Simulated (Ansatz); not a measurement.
Problem. Predict a relaxed structure of mer-[FeF3(NH3)3]- (FeN3F3H9⁻), charge -1, singlet, at B3LYP-D4/def2-SVPD (Ansatz).

Solution. 
Cartesian coordinates in Å:
```
Fe -0.043 0.179 0.181
F 1.789 0.733 -0.490
F -1.801 -0.629 0.585
F -0.216 1.625 1.543
N 0.343 -1.220 -1.272
H -0.256 -1.207 -2.092
H 0.456 -2.182 -0.962
H 1.249 -0.760 -1.445
N 0.723 -0.823 1.774
H 0.066 -1.528 2.099
H 0.616 0.033 2.332
H 1.684 -1.152 1.798
N -1.022 1.542 -0.964
H -1.985 1.236 -1.092
H -0.630 1.946 -1.810
H -0.973 2.207 -0.184
```
Point group Cs (tolerance 0.1 Å). The metal has 6 neighbours: F 2.03 Å, F 1.98 Å, F 1.99 Å, N 2.05 Å, N 2.03 Å, N 2.03 Å. This is one stationary point.

The restricted singlet is unstable towards broken spin symmetry at other levels; at B3LYP-D4/def2-SVPD this wasn't settled. The highest occupied level of the charge -1 singlet lies above zero (up to 0.48 eV). The electron is either unbound and held by the finite basis, or the level is raised by self-interaction error. The relaxation made no stability test and no search for a lower SCF solution. At B3LYP-D4/def2-SVPD a quintet of charge -1 lies 1.31 eV below the restricted singlet, each at its own geometry.
